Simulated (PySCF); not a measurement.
**Exercise with solution: refractive index and permittivity of the vapour**

Si(CCH)(F)3 (C2HF3Si), SMILES C#C[Si](F)(F)F.

Coordinates come from a B3LYP-D3(BJ)/def2-SVP optimisation.

PBE/def2-TZVP in PySCF gives a mean static polarisability of 41.6 bohr³ and a dipole moment of 2.60 D. Take an ideal gas at 298.15 K and 1 bar, whether or not the substance is that volatile.

Problem. Work out n − 1 in the optical limit and the static ε − 1.

Solution. 
Polarisability volume α' = 41.6 × 0.148185 = 6.16 Å³. Number density N = p/kT = 2.43e-5 Å⁻³.
Dilute limit of Lorentz–Lorenz: n − 1 = 2π N α' = 0.00094.
Orientation term of Debye: μ²/(3kT) = 8.098 Å³ × μ²(D²) = 54.74 Å³.
ε − 1 = 4π N (α' + μ²/3kT) = 0.019. Orientation of the dipole supplies 90 % of the static response; it can't follow optical fields. Vibrational polarisation and dispersion are left out.
